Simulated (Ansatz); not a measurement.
sulfolane (C4H8O2S), singlet, at a GFN2-xTB geometry; PBE/STO-3G (Ansatz, an electronic-structure program).

Here is a job for Ansatz.
Ansatz 0.2 input:
```yaml
crystal:
  periodic: [false, false, false]
  atoms:
    - {symbol: O, position_ang: [1.59952733, 0.87545052, -0.67687010]}
    - {symbol: S, position_ang: [0.60214094, 0.39875339, 0.24138734]}
    - {symbol: O, position_ang: [0.78650253, 0.70464053, 1.63338603]}
    - {symbol: C, position_ang: [-1.06639478, 0.92788654, -0.29957718]}
    - {symbol: C, position_ang: [-1.60702172, -0.31440064, -0.97277248]}
    - {symbol: C, position_ang: [-1.15076282, -1.51187602, -0.13277313]}
    - {symbol: C, position_ang: [0.35103521, -1.40161625, 0.01280255]}
    - {symbol: H, position_ang: [-1.61765612, 1.19700565, 0.59605374]}
    - {symbol: H, position_ang: [-0.96068093, 1.78115244, -0.95933744]}
    - {symbol: H, position_ang: [-2.69436558, -0.28881279, -1.05393113]}
    - {symbol: H, position_ang: [-1.18825946, -0.39722459, -1.97751409]}
    - {symbol: H, position_ang: [-1.44273338, -2.45088175, -0.60455652]}
    - {symbol: H, position_ang: [-1.61813355, -1.46124186, 0.85248222]}
    - {symbol: H, position_ang: [0.75341325, -1.91841049, 0.87624760]}
    - {symbol: H, position_ang: [0.88478642, -1.68233103, -0.88984786]}
basis:
  gaussian:
    orbitals: STO-3G
    point_charges:
      - {charge: 1.0, position_ang: [0.4747, -2.9991, -4.9796]}
hamiltonian:
  xc: pbe
```

The log (banner, timings and long lists left out):

```
Functional definition: PBE
654 factors; integrals over basis functions are off by at most 4.2e-5 eV
mean field evaluation 1: about -18945.5695 eV, gradient 5.8e1 eV
mean field evaluation 2: about -18881.1210 eV, gradient 1.4e2 eV
mean field evaluation 4: about -18956.6103 eV, gradient 6.2e0 eV
mean field evaluation 8: about -18956.6116 eV, gradient 4.3e-1 eV
mean field evaluation 16: about -18956.6123 eV, gradient 7.0e-5 eV
mean field -18956.61230501 eV, -696.6426529559 hartree, gradient 2.1e-5 eV, S^2 0.000000; 0 other end points of the search recorded, 0 dependent functions left out
reference -18956.61232905 eV, -696.6426538393 hartree; 32, 32 occupied and 15, 15 virtual orbitals, 654 factors
Total energy: -18956.61232905 eV, -696.6426538393 hartree
```
